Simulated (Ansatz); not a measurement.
Basis-set series for CH₅GeN (`[CH3][Ge][NH2]`). The species carries charge 0 and has multiplicity 1. The structure was optimised at the PBE0-D4/def2-TZVP level. It is one conformer, not always the lowest.

| functional | basis | functions | energy (Eh) | HOMO (eV) | LUMO (eV) |
| --- | --- | --- | --- | --- | --- |
| PBE0-D4 | def2-SVP | 85 | -2172.16630 | -6.14 | -1.17 |
| PBE0-D4 | def2-QZVPP | 353 | -2172.59283 | -6.29 | -1.42 |
| ωB97M-V | def2-SVP | 85 | -2172.37197 | -8.27 | 0.82 |
| ωB97M-V | def2-QZVPP | 353 | -2172.80210 | -8.43 | 0.44 |

(1) Give the rows for def2-TZVPP. (Estimate.)

Results:

(1) The calculation gave: 
| functional | basis | functions | energy (Eh) | HOMO (eV) | LUMO (eV) |
| --- | --- | --- | --- | --- | --- |
| PBE0-D4 | def2-TZVPP | 180 | -2172.54179 | -6.23 | -1.32 |
| ωB97M-V | def2-TZVPP | 180 | -2172.75235 | -8.36 | 0.64 |

Positive LUMOs are unbound and depend on the basis. Scalar relativity is left out up to krypton.

Results of the Gaussian-basis code of Ansatz.
